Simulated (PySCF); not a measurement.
Al(F)(Cl)(OMe) (CH3AlClFO), SMILES C[O][Al]([F])[Cl]. Atoms are numbered in the order given.

```xyz
8

Al     0.2792    -0.1111     0.0000
F      1.9353    -0.0379     0.0000
Cl    -0.6404    -1.9779     0.0000
O     -0.6599     1.2740     0.0000
C     -0.5487     2.6699     0.0000
H     -1.0454     3.0921    -0.8911
H      0.5018     3.0140     0.0000
H     -1.0454     3.0921     0.8911
```
Charge 0, spin multiplicity 1.

Geometry: B3LYP-D3(BJ)/def2-SVP. The structure was generated by enumeration; whether it is a known compound was not checked. One conformer was computed; it need not be the lowest.

Two levels are set side by side: PBE/pcSseg-1 (PySCF) and PBE0/pcSseg-1 (PySCF). GIAO shifts against CFCl3 (¹⁹F), H2O (¹⁷O), HCl (³⁵Cl), TMS (¹H), TMS (¹³C) at the same level; non-relativistic, no solvent, atoms listed together averaged. Without spin–orbit terms, shifts of atoms bonded to Cl or Br come out too high at both levels. Differences are taken from unrounded values.

```json
[
 {"quantity": "δ(¹⁹F) of F2 (ppm)", "PBE0": "-181.9"},
 {"quantity": "δ(³⁵Cl) of Cl3 (ppm)", "PBE0": "-82.7"},
 {"quantity": "δ(¹⁷O) of O4 (ppm)", "PBE0": "12.3"},
 {"quantity": "δ(¹³C) of C5 (ppm)", "PBE0": "57.6"}
]
```

Task: What does PBE give, and how far is it from PBE0? (Estimate from the structure and the level; the computed values follow.)

Result: 
```csv
quantity,PBE,PBE minus PBE0
δ(¹⁹F) of F2 (ppm),-195.5,-13.6
δ(³⁵Cl) of Cl3 (ppm),-73.4,9.3
δ(¹⁷O) of O4 (ppm),28.5,16.2
δ(¹³C) of C5 (ppm),59.7,2.1
```

Rough cost on one machine, each run with all the roots and properties that it gave: PBE0 against PBE within a factor of 2.
